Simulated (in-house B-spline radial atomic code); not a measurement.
# Ge+: [Ar] 3d10 4s2 5s(0 up, 1 down) (an excited or competing configuration)

Level of theory: non-relativistic RPBE, spin-polarised, spherical fractional occupations, point nucleus; calculated with an all-electron radial atomic-structure program (B-spline basis).

Z_r = [3n² - l(l+1)]/(2<r>); Z_e = n√(-2ε); the last column is Slater's effective charge. Values are occupation-weighted means over spin.

```
shell  electrons   ε (eV)  <r> (bohr)    Z_r    Z_e  Slater
   1s          2   -10818     0.04785  31.35  28.20   31.70
   2s          2  -1351.1      0.2138  28.06  19.93   27.85
   2p          6  -1204.1      0.1853  26.99  18.81   27.85
   3s          2  -176.88      0.6349  21.26  10.82   20.75
   3p          6  -128.22      0.6515  19.19   9.21   20.75
   3d         10  -43.884      0.7283  14.42   5.39   10.85
   4s          2   -22.86       1.992  12.05   5.18    6.35
   5s          1  -6.6751       5.164   7.26   3.50    2.30
```

The least bound orbital is 5s down at -6.675 eV, and it is also the most diffuse (<r> = 5.164 bohr).
